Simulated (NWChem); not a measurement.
System: silene (CH4Si); SMILES C=[SiH2]

```xyz
6

C      0.0000     0.0000     1.1520
Si     0.0000     0.0000    -0.5466
H      0.0000     0.9176     1.7287
H      0.0000    -0.9176     1.7287
H      0.0000    -1.2448    -1.3446
H      0.0000     1.2448    -1.3446
```
Atoms are numbered in this order, from 1.

The geometry was optimised at PBE0-D3(BJ)/def2-TZVP.

 Unshifted, non-relativistic core excitations; the lowest 4 roots alone, so stronger bands may lie above.

Task: List the first C K-edge excitations from PBE/cc-pVTZ, restricted-window TDA (NWChem).

Result: 
```json
[
 {"state": "S1", "energy (eV)": "267.0", "dipole oscillator strength": "0.0262", "leading excitation (squared amplitude)": "1s of atom 1 or its equivalents → LUMO (1.00)"},
 {"state": "S2", "energy (eV)": "269.0", "dipole oscillator strength": "0.0035", "leading excitation (squared amplitude)": "1s of atom 1 or its equivalents → LUMO+1 (0.82)"},
 {"state": "S3", "energy (eV)": "269.5", "dipole oscillator strength": "0.0014", "leading excitation (squared amplitude)": "1s of atom 1 or its equivalents → LUMO+2 (0.81)"},
 {"state": "S4", "energy (eV)": "270.1", "dipole oscillator strength": "0.0010", "leading excitation (squared amplitude)": "1s of atom 1 or its equivalents → LUMO+3 (1.00)"}
]
```
